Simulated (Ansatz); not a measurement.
Compare A (`C[SiH2]O[SiH2]Cl`) with its isomer B (`C[Si](O)([SiH3])Cl`).

Gas-phase electronic energies from Ansatz, PBE0-D4/def2-TZVP geometries. CCSD(T)/CBS adds triple-zeta CCSD(T) − MP2 to the extrapolated MP2 energy (def2 sets, frozen cores). DFT in def2-TZVPP. B3LYP here is the variant with VWN-RPA as its local correlation; programs differ in this. Each species was taken in one conformer, which may not be the lowest.

(1) Which is lower in electronic energy at CCSD(T)/CBS, and by how much? (An estimate is asked.)

(2) Give E(B) − E(A) in kJ/mol with PBE0-D4, r2SCAN-D4, MP2/def2-TZVPP, PBE-D4, B3LYP, ωB97M-V, CCSD(T)/def2-SVP. (Best estimate.)

(3) Does the order hold for the free energy at 298.15 K (harmonic terms from PBE0-D4)? (Estimate.)

Largest T1 diagnostic: 0.011.

Answers

(1) Computed: A, by 107.1 kJ/mol.

(2) Ansatz gave: PBE0-D4 88.3, r2SCAN-D4 99.2, MP2/def2-TZVPP 113.3, PBE-D4 78.6, B3LYP 107.5, ωB97M-V 107.7, CCSD(T)/def2-SVP 103.5. None reverses the order clearly.

(3) Ansatz gave: Yes: G(B) − G(A) = +110.6 kJ/mol, for one conformer each. Modes under 60 cm⁻¹, often nearly free rotors, make the harmonic entropy too high.

At CCSD(T), def2-SVP lies −3.7 kJ/mol from the extrapolated value and def2-TZVPP −0.2 kJ/mol. From r2SCAN to r2SCAN0 (25 % exact exchange), in def2-TZVPP and without D4, E(B) − E(A) moves by +4.3 kJ/mol.
